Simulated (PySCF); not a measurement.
2 CoH₂ → Co₂H₄

Level: PBE0 in the def2-TZVP basis family, all electrons, no relativity, computed in PySCF with density fitting; open shells unrestricted.

| species | state and structure | E (Eh) | ZPE (kJ/mol) | H(298 K) − H(0) (kJ/mol) | S° (J/(mol K)) |
| --- | --- | --- | --- | --- | --- |
| CoH₂ | quartet, D∞h, Co–H 1.603 Å (×2) | -1383.67079 | 27.4 | 9.8 | 213.7 |
| Co₂H₄ | septet, C2h, Co–H 1.569 Å (×2), Co–H 1.750 Å (×2), Co–H 1.756 Å (×2); Co–H–Co 93.0° (×2), H–Co–H 87.0° (×2), H–Co–H 116.8° (×2), H–Co–H 156.2° (×2) | -2767.41272 | 65.1 | 15.9 | 309.4 |

What is the electronic reaction energy?

At PBE0/def2-TZVP, ΔE = -186.8 kJ/mol from the differences of the total energies times 2625.5, downhill.

Add zero-point, thermal and entropy terms for 298.15 K and 1 bar.

ΔZPE = 10.3 and Δ[H(298) − H(0)] = -3.7 kJ/mol give ΔH° = -180.2 kJ/mol. ΔS° = -118.0 J/(mol K), so ΔG° = -180.2 − 298.15 × (-0.1180) = -145 kJ/mol and log₁₀K = 25.4. ΔG° would change sign near 1530 K if ΔH° and ΔS° stayed fixed.

Open d or f shells are single determinants, so the state found may not be the ground state. Each species is the lowest minimum found with this bonding; other isomers or fragments can lie lower.
